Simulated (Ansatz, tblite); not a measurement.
Cost and result up the ladder for Cu₂S (the lowest singlet isomer of a short search) (3 atoms). The state is a singlet with charge 0. Geometry: B3LYP-D4/def2-TZVP.

Cartesian coordinates in Å:
```
Cu 1.188 0.218 0.775
Cu -0.985 0.853 -0.602
S -0.203 -1.071 -0.173
```

Ansatz on 4 threads of Arm Neoverse V1 on a shared host; xTB runs through tblite on one thread. Times are rough, summed over both states, and most runs start from the orbitals of an earlier one. CCSD(T)/def2-TZVPP serves as the yardstick here, not as an exact answer. The other state is a triplet at its own geometry.

The xTB rows come from tblite. HSE06 is defined as in plane-wave codes, on full-range PBE exchange. Correlated methods freeze 23 core orbitals. At PBE0-D4/def2-TZVP a singlet of charge 0 lies 1.44 eV below the triplet, each at its own geometry. The structure comes from a short search, and lower isomers may exist.

Run but left out: HF/STO-3G (triplet: ⟨S²⟩ 3.91, where a pure state has 2.00).

Second-order perturbation terms are unreliable where d shells bring near-degenerate states, and here MP2/def2-TZVP lies more than 0.4 eV from the median of the functionals without such a term.

Correlated methods converge slowly with the basis.

xTB has no spin-polarisation term.

| level | functions | wall time | triplet − singlet (eV) | difference from CCSD(T)/def2-TZVPP (eV) |
| --- | --- | --- | --- | --- |
| GFN1-xTB | 27 | 0.005 s | 2.30 | 0.69 |
| GFN2-xTB | 27 | 0.007 s | 2.06 | 0.45 |
| PBE-D4/def2-TZVP | 127 | 3 s | 1.25 | -0.36 |
| revPBE-D4/def2-TZVP | 127 | 3.4 s | 1.23 | -0.38 |
| MP2/def2-TZVP | 127 | 3.4 s | 2.02 | 0.41 |
| HSE06-D4/def2-TZVP | 127 | 5.2 s | 1.44 | -0.17 |
| RPA@PBE/def2-TZVP | 127 | 5.5 s | 1.27 | -0.34 |
| CAM-B3LYP-D4/def2-TZVP | 127 | 6.9 s | 1.45 | -0.16 |
| PBE-QIDH/def2-TZVP | 127 | 8.5 s | 1.69 | 0.07 |
| PBE0-D4/def2-TZVP (with forces) | 127 | 8.8 s | 1.44 | -0.17 |
| r2SCAN-D4/def2-TZVP | 127 | 9.2 s | 1.22 | -0.39 |
| r2SCAN0-D4/def2-TZVP | 127 | 10 s | 1.38 | -0.24 |
| CCSD(T)/def2-TZVPP | 170 | 31 s | 1.61 | 0.00 |
